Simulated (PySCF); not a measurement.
Cu⁺: excitation energy

Cu⁺ [Ar] 3d10 (1S) → Cu⁺ [Ar] 3d9 4p1 (high-spin determinant), as a difference of total energies. Calculation: PySCF 2.14, in aug-cc-pVQZ-PP with ECP10MDF; a scalar-relativistic core potential. Correlated levels: valence: 3s2 3p6 frozen. The calculations carry no spin-orbit coupling.

```json
{"method": "UHF", "excitation energy (cm⁻¹)": "47225"}
{"method": "LDA", "excitation energy (cm⁻¹)": "70633"}
{"method": "PBE", "excitation energy (cm⁻¹)": "65544"}
{"method": "PBE0", "excitation energy (cm⁻¹)": "62652"}
{"method": "r2SCAN", "excitation energy (cm⁻¹)": "61060"}
{"method": "TPSSh", "excitation energy (cm⁻¹)": "63738"}
{"method": "revPBE", "excitation energy (cm⁻¹)": "64687"}
{"method": "M06-2X", "excitation energy (cm⁻¹)": "64908"}
{"method": "MP2 (valence)", "excitation energy (cm⁻¹)": "73533"}
{"method": "SCS-MP2 (valence)", "excitation energy (cm⁻¹)": "70955"}
```

The determinant of the upper state mixes LS terms, which raises its energy above the lowest term, most at the Hartree-Fock and MP2 levels.
